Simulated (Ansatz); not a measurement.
Cost and result up the ladder for Ge₁₉PH₃₆ (56 atoms). Charge 0, multiplicity 2. Geometry: PBE-D4/def2-SVP.

Cartesian coordinates in Å:
```
Ge 3.375 -2.434 0.367
Ge 1.189 -5.008 2.711
Ge -2.147 -2.680 2.305
Ge 5.166 0.176 -2.202
Ge 1.784 2.462 -2.457
Ge -2.951 2.550 -0.161
Ge -5.238 0.028 2.108
Ge -1.226 5.261 -2.730
Ge 2.056 -4.489 0.483
Ge 3.926 -1.918 -1.960
P 2.172 -0.643 1.320
Ge -1.421 -2.325 -0.009
Ge -0.239 -3.292 3.710
Ge -3.289 -0.778 3.343
Ge 0.205 0.743 -1.713
Ge 3.982 2.171 -1.428
Ge 0.965 4.678 -1.814
Ge -4.774 0.916 -0.122
Ge -2.919 3.527 -2.405
Ge -0.804 1.490 0.383
H 4.711 -2.661 1.141
H 2.399 -5.279 3.653
H 0.366 -6.327 2.621
H -3.122 -3.903 2.314
H 6.509 0.037 -1.426
H 5.517 0.380 -3.706
H 1.950 2.405 -4.007
H -3.278 3.674 0.870
H -6.262 -1.141 2.002
H -5.907 1.156 2.949
H -1.073 5.551 -4.252
H -1.717 6.572 -2.049
H 2.984 -5.664 0.047
H 0.892 -4.413 -0.543
H 4.809 -3.080 -2.506
H 2.629 -1.879 -2.813
H 2.307 -1.141 2.666
H 3.341 0.194 1.437
H -1.575 -3.633 -0.857
H -2.241 -1.209 -0.736
H -0.775 -3.827 5.072
H 0.602 -2.021 4.014
H -3.756 -1.254 4.753
H -2.277 0.381 3.563
H 0.905 -0.637 -1.569
H -0.914 0.590 -2.784
H 3.817 2.122 0.118
H 4.859 3.417 -1.753
H 0.884 4.720 -0.261
H 2.007 5.751 -2.251
H -4.438 -0.251 -1.092
H -6.072 1.600 -0.648
H -2.669 2.384 -3.430
H -4.322 4.127 -2.718
H -1.039 0.312 1.367
H 0.134 2.512 1.086
```

Ansatz on 11 threads of AMD EPYC 7R13 on a shared host and a whole NVIDIA H100 80GB HBM3. Times are rough, and most runs start from the orbitals of an earlier one. r2SCAN0-D4/def2-TZVP serves as the yardstick here, not as an exact answer. Differences are given only for rows in sets of like size (and for xTB, whose basis is part of the method), since another set adds its own error. Binding counts from free atoms at the same level (Ge triplet, P quartet, H doublet; other spins of the atoms weren't run), without zero-point energy or a counterpoise term.

The 6-31G sets use Cartesian d functions. B3LYP takes the VWN-RPA correlation. Correlated methods freeze 176 core orbitals; core or outer-core shells of Ge are correlated, in sets that lack core-valence functions. The rows differ in basis, and correlated rows in double-zeta sets carry the largest basis error. Single mean-field runs in 6-31G, def2-SVP, def2-TZVP are fitted with def2-universal-jkfit.

Correlated methods converge slowly with the basis, most of all in double-zeta sets.

| level | functions | binding energy per atom (eV) | difference from r2SCAN0-D4/def2-TZVP (eV) |
| --- | --- | --- | --- |
| HF/STO-3G | 387 | 3.49 | – |
| B3LYP-D4/6-31G | 636 | 2.70 | – |
| r2SCAN-D4/def2-TZVP | 1165 | 2.80 | 0.02 |
| MP2/def2-SVP | 806 | 2.57 | – |
| PBE0-D4/def2-SVP | 806 | 2.76 | – |
| HF/6-31G | 636 | 1.81 | – |
| PBE0-D4/def2-TZVP (with forces) | 1165 | 2.76 | -0.02 |
| r2SCAN0-D4/def2-TZVP | 1165 | 2.78 | 0.00 |
| PBE-D4/def2-TZVP (with forces) | 1165 | 2.76 | -0.02 |
| PBE-D4/def2-SVP | 806 | 2.76 | – |

Task: Estimate how long each takes.

Result: HF/STO-3G 4.4 s; PBE-D4/def2-SVP 5.5 s; HF/6-31G 8 s; B3LYP-D4/6-31G 8 s; PBE-D4/def2-TZVP (with forces) 9 s; r2SCAN-D4/def2-TZVP 9.5 s; PBE0-D4/def2-SVP 12 s; r2SCAN0-D4/def2-TZVP 23 s; MP2/def2-SVP 24 s; PBE0-D4/def2-TZVP (with forces) 27 s. On shared hardware such times vary by a factor of up to 3.
